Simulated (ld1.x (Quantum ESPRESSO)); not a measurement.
## promethium (Pm) TM: all-electron and pseudo phase curves

- Element: Pm
- Generator: ld1.x (Quantum ESPRESSO) 7.5
- Type: norm-conserving Troullier–Martins (Kleinman–Bylander form)
- Functional: PBE
- Relativity: scalar-relativistic
- Frozen core: [Kr] 4d10 5s2
- Valence charge: 13
- Reference configuration: 4f5 5p6 5d1 6s1 6p0
- Partial waves: 6s (bound): rc 3.55 bohr; 5p (bound): rc 2.25 bohr; 4f (bound): rc 1.40 bohr; 5d (bound): rc 3.75 bohr
- Local potential: the d channel
- Core correction: a·sin(br)/r model core inside 1.00 bohr

The phase is arctan(r·u′/u) with u = r·R(r), unwrapped; energies in Ry, scanned from -4 to 5 Ry. A pole is an energy at which the radial function vanishes at the test radius. The pseudo phase is shifted by a multiple of π to meet the all-electron one at the reference energy, and phase errors are pseudo minus all-electron; the curves can meet again beyond the range given. Levels narrower than the energy grid can be missing from the lists of poles. Where the grid stepped over a known ghost or core level, its pole and its step of π were put in at the level’s energy. n/a: not evaluated, since a narrow level or a reset projector energy made the automatic matching unsafe.

Q: For each channel, where are the poles, and over which energies does the pseudopotential scatter like the atom?

A:

| channel | radius (bohr) | reference energy (Ry) | poles, all-electron | poles, pseudo | unbroken range about the reference energy with phases within 0.05 rad | phase error 1 Ry above the reference energy (rad) |
| --- | --- | --- | --- | --- | --- | --- |
| s | 4.04 | -0.23 | 0.68, 4.51 | -1.05, 0.67, 3.45 | n/a | n/a |
| p | 4.04 | -1.59 | -1.57, 1.39 | -1.57, 1.29, 4.86 | below 0.2 | +0.002 |
| d | 4.04 | -0.09 | 0.19, 2.79 | 0.20, 2.89 | below 0.9 | +0.046 |
| f | 4.04 | -0.08 | -0.07, 1.90, 4.92 | -0.07, 1.95 | below 0.7 | +0.093 |

Note: ghost state, extra bound levels that the all-electron valence spectrum of the same l lacks: s at -14.3 eV. A true bound ghost makes a file unfit for plane-wave use.

Phases in the p channel:

```json
{"E (Ry)": "-4.00", "all-electron": "1.441", "pseudo": "1.441"}
{"E (Ry)": "-3.76", "all-electron": "1.437", "pseudo": "1.437"}
{"E (Ry)": "-3.52", "all-electron": "1.432", "pseudo": "1.432"}
{"E (Ry)": "-3.28", "all-electron": "1.426", "pseudo": "1.426"}
{"E (Ry)": "-3.04", "all-electron": "1.419", "pseudo": "1.419"}
{"E (Ry)": "-2.80", "all-electron": "1.412", "pseudo": "1.412"}
{"E (Ry)": "-2.56", "all-electron": "1.403", "pseudo": "1.403"}
{"E (Ry)": "-2.32", "all-electron": "1.391", "pseudo": "1.391"}
{"E (Ry)": "-2.08", "all-electron": "1.375", "pseudo": "1.376"}
{"E (Ry)": "-1.84", "all-electron": "1.347", "pseudo": "1.347"}
{"E (Ry)": "-1.60", "all-electron": "-0.730", "pseudo": "-0.729"}
{"E (Ry)": "-1.36", "all-electron": "-1.767", "pseudo": "-1.766"}
{"E (Ry)": "-1.12", "all-electron": "-1.808", "pseudo": "-1.808"}
{"E (Ry)": "-0.88", "all-electron": "-1.850", "pseudo": "-1.849"}
{"E (Ry)": "-0.64", "all-electron": "-1.908", "pseudo": "-1.907"}
{"E (Ry)": "-0.40", "all-electron": "-2.004", "pseudo": "-2.003"}
{"E (Ry)": "-0.16", "all-electron": "-2.204", "pseudo": "-2.205"}
{"E (Ry)": "0.08", "all-electron": "-2.768", "pseudo": "-2.792"}
{"E (Ry)": "0.32", "all-electron": "-3.855", "pseudo": "-3.903"}
{"E (Ry)": "0.56", "all-electron": "-4.351", "pseudo": "-4.381"}
{"E (Ry)": "0.80", "all-electron": "-4.535", "pseudo": "-4.557"}
{"E (Ry)": "1.04", "all-electron": "-4.629", "pseudo": "-4.649"}
{"E (Ry)": "1.28", "all-electron": "-4.689", "pseudo": "-4.711"}
{"E (Ry)": "1.52", "all-electron": "-4.735", "pseudo": "-4.760"}
{"E (Ry)": "1.76", "all-electron": "-4.776", "pseudo": "-4.808"}
{"E (Ry)": "2.00", "all-electron": "-4.817", "pseudo": "-4.862"}
{"E (Ry)": "2.24", "all-electron": "-4.866", "pseudo": "-4.939"}
{"E (Ry)": "2.48", "all-electron": "-4.933", "pseudo": "-5.082"}
{"E (Ry)": "2.72", "all-electron": "-5.050", "pseudo": "-5.475"}
{"E (Ry)": "2.96", "all-electron": "-5.326", "pseudo": "-6.720"}
{"E (Ry)": "3.20", "all-electron": "-6.255", "pseudo": "-7.408"}
{"E (Ry)": "3.44", "all-electron": "-7.241", "pseudo": "-7.607"}
{"E (Ry)": "3.68", "all-electron": "-7.535", "pseudo": "-7.697"}
{"E (Ry)": "3.92", "all-electron": "-7.653", "pseudo": "-7.750"}
{"E (Ry)": "4.16", "all-electron": "-7.718", "pseudo": "-7.786"}
{"E (Ry)": "4.40", "all-electron": "-7.759", "pseudo": "-7.813"}
{"E (Ry)": "4.64", "all-electron": "-7.789", "pseudo": "-7.836"}
{"E (Ry)": "4.88", "all-electron": "-7.812", "pseudo": "-7.855"}
```
